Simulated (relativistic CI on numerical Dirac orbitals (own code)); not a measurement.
Calculated at this level of theory: Dirac-Coulomb-Breit CI, orbitals from a KLI potential per configuration, a model potential for QED, unscaled Slater integrals (own radial code, finite nucleus).

The strongest absorption lines from the ground level of an ion, among the configurations computed and to levels below about 145 eV (vacuum wavelength in nm, gf): 9.9980 (0.46), 9.9990 (0.31), 10.079 (1.7), 11.082 (0.4), 11.197 (0.87), 11.271 (0.39), 11.440 (0.33), 12.119 (1.2).

Question: Which ion is it?
A. As14+
B. As10+
C. Rb16+
D. As12+

Answer: D. As12+ has 21 electrons and the ground level 3s2 3p6 3d3 4F_3/2; the strongest line goes to 3s2 3p5 3d4 4D°_1/2. The pattern of lines fixes the number of electrons, and along that sequence the line energies rise steadily with the charge (about as its square where n changes within one kind of shell, about linearly where n is kept but much faster in heavy ions where fine structure, which grows about as Z⁴, sets the gap, and irregularly where shells cross), which fixes Z. Configurations outside the model, such as inner-shell arrays, can give stronger lines. At this charge energies of transitions that change n are usually good to better than 1 %, and those within a shell (Δn = 0) to a few per cent. Terms inside the open d or f shell come out 10 to 20 % too wide with unscaled integrals.

LS names give the leading component of a level, which can be under half, so a name can repeat, a term be missing and a line seem to break the LS rules.
